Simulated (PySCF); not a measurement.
Delta-SCF ions had no search for a lower state. Excitations are Tamm–Dancoff values on a coarser integration grid. The basis has no diffuse functions, so Rydberg states are missing or too high.

**H2B2Si, SMILES `[SiH2]1B=B1` (charge 0, multiplicity 1)**

Calculation: ωB97X-D3(BJ)/def2-TZVP // PBE0-D3(BJ)/def2-TZVP (PySCF).

* **HOMO**: -9.45 eV
* **dipole moment**: 1.19 D
* **LUMO**: -2.08 eV
* **HOMO–LUMO gap**: 7.37 eV
* **S1 excitation (TDA)**: 1.16 eV
* **S1 oscillator strength**: 0.006
* **brightest of the four lowest singlets (TDA)**: 3.05 eV
* **T1 excitation (TDA)**: 0.64 eV
* **S1–T1 gap (TDA)**: 0.51 eV
* **vertical ionisation energy (Delta-SCF)**: 9.34 eV
* **total energy**: -340.2214 Ha
* **cost**: around 40 core-seconds (rough)

Bonds (Å): B1–B2 1.533, B1–Si3 2.003, B2–Si3 2.003, Si3–H4 1.495, Si3–H5 1.495. Angles (°): B2–B1–Si3 67.5, B1–B2–Si3 67.5, B1–Si3–B2 45.0, B1–Si3–H4 105.2, B1–Si3–H5 150.2, B2–Si3–H4 150.2, B2–Si3–H5 105.2, H4–Si3–H5 104.6.
Charge 0, spin multiplicity 1.
